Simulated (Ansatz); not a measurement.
Program: Ansatz. Geometries: PBE0-D4/def2-TZVP. ΔE: electronic, gas phase. CCSD(T)/CBS is the MP2 limit (def2-TZVPP, def2-QZVPP) plus CCSD(T) − MP2 in def2-TZVPP, frozen cores. Functionals use def2-TZVPP. B3LYP here is the variant with VWN-RPA as its local correlation; programs differ in this. HSE06 is defined as in plane-wave codes. Each species was taken in one conformer, which may not be the lowest.

`C1N[SiH2]O1` → `NC1O[SiH2]1`  (isomerisation)

`C1N[SiH2]O1`:

```xyz
9

C    -0.420   -0.897   -0.482
N     0.711    0.023   -0.653
Si    0.227    0.768    0.827
O    -0.870   -0.489    0.820
H    -0.117   -1.949   -0.450
H    -1.214   -0.763   -1.226
H     0.858    0.433   -1.559
H    -0.362    2.136    0.764
H     1.187    0.738    1.960
```

`NC1O[SiH2]1`:

```xyz
9

N     0.490   -1.458   -0.152
C    -0.124   -0.372    0.481
O    -1.256    0.322   -0.251
Si    0.002    1.368   -0.006
H    -0.122   -2.261   -0.230
H     0.875   -1.239   -1.059
H    -0.463   -0.623    1.484
H    -0.197    2.501    0.928
H     0.794    1.763   -1.195
```

```json
{"level": "PBE-D4", "ΔE (kJ/mol)": "93.9", "difference from CCSD(T)/CBS": "-24.6"}
{"level": "B97M-V", "ΔE (kJ/mol)": "111.0", "difference from CCSD(T)/CBS": "-7.5"}
{"level": "B3LYP-D4", "ΔE (kJ/mol)": "110.6", "difference from CCSD(T)/CBS": "-7.9"}
{"level": "HSE06-D4", "ΔE (kJ/mol)": "111.9", "difference from CCSD(T)/CBS": "-6.6"}
{"level": "BHLYP-D4", "ΔE (kJ/mol)": "130.0", "difference from CCSD(T)/CBS": "11.5"}
{"level": "ωB97X-V", "ΔE (kJ/mol)": "119.7", "difference from CCSD(T)/CBS": "1.2"}
{"level": "r2SCAN", "ΔE (kJ/mol)": "106.2", "difference from CCSD(T)/CBS": "-12.3"}
{"level": "r2SCAN0", "ΔE (kJ/mol)": "119.0", "difference from CCSD(T)/CBS": "0.5"}
{"level": "CCSD(T)/def2-SVP", "ΔE (kJ/mol)": "113.7", "difference from CCSD(T)/CBS": "-4.8"}
{"level": "CCSD/CBS(def2)", "ΔE (kJ/mol)": "124.7", "difference from CCSD(T)/CBS": "6.2"}
{"level": "CCSD(T)/CBS", "ΔE (kJ/mol)": "118.5", "difference from CCSD(T)/CBS": "0"}
```

Largest T1 diagnostic among the species: 0.014.

At CCSD(T), def2-SVP lies −4.8 kJ/mol from the extrapolated value and def2-TZVPP +1.2 kJ/mol. From PBE to PBE0 (25 % exact exchange), in def2-TZVPP and without D4, ΔE moves by +18.4 kJ/mol.
